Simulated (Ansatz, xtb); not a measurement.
Stretching the O3–H4 bond in BH3O2 (SMILES OBO) (multiplicity 1 held, fragments rigid). Energies count from the point at 0.965 Å.
Geometry at that point (charge 0, multiplicity 1):
| atom | x (Å) | y (Å) | z (Å) |
|---|---|---|---|
| B | -0.3250 | -0.2721 | -0.2335 |
| H | -1.1097 | -0.9871 | -0.7786 |
| O | -0.2746 | 1.0316 | -0.6053 |
| H | 0.3860 | 1.5368 | -0.1152 |
| O | 0.5165 | -0.7231 | 0.7449 |
| H | 0.4133 | -1.6573 | 0.9449 |

Restricted levels (R-, RO-) in cc, def2 and unpolarised 6-31G sets keep to the state of the molecule at rest. U- levels take the lowest unrestricted solution at each point, which mixes spins at long bonds. Active spaces are followed from a long bond inwards. Curves can end on different states.

Correlated levels freeze the cores.

The values were computed with Ansatz (an electronic-structure program) with Gaussian orbitals; xtb for the GFN methods. Each number belongs to the level named beside it. The GFN methods have no spin term and hold the electronic entropy of 300 K.

**Question.** One of these levels gives 132.71 kcal/mol for the energy at R = 3.089 Å. Which one is it?
A) GFN2-xTB
B) CASSCF(4,3)/cc-pVDZ
C) R-HF/cc-pVDZ
D) U-MP2/cc-pVDZ

**Answer.** A, GFN2-xTB. The others give 216.36 (R-HF/cc-pVDZ), 118.31 (U-MP2/cc-pVDZ), 100.63 (CASSCF(4,3)/cc-pVDZ)

Doubts at one or more of the structures used: a restricted determinant that unrestricted orbitals would lower (R-HF/cc-pVDZ); a spin-contaminated determinant (U-MP2/cc-pVDZ); active orbitals that take no part (CASSCF(4,3)/cc-pVDZ).
